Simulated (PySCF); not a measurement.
Stepwise substitution at one centre (Ga SiH3-SH). Gas-phase values, no solvent. One relaxed conformer stands for each flexible species; it need not be the lowest. Strings in code marks are SMILES.

All values below come from PBE-D3(BJ)/def2-TZVP // PBE0-D3(BJ)/def2-TZVP (PySCF). Excitations are Tamm–Dancoff values on a coarser integration grid. The basis has no diffuse functions, so Rydberg states are missing or too high.

| species | S1 oscillator strength | HOMO–LUMO gap (eV) | T1 excitation (TDA) (eV) |
|---|---|---|---|
| 0 of 3 SiH3 replaced by SH (`[SiH3][Ga]([SiH3])[SiH3]`) | 0.000 | 2.91 | 2.63 |
| 1 of 3 SiH3 replaced by SH | 0.000 | 3.62 | 3.32 |
| 2 of 3 SiH3 replaced by SH (`[SiH3][Ga]([SH])[SH]` (S–Ga–S–H torsion -179°, S–Ga–S–H torsion 0°)) | 0.060 | 4.00 | 3.81 |
| 3 of 3 SiH3 replaced by SH (`[SH][Ga]([SH])[SH]`) | 0.000 | 4.58 | 4.43 |
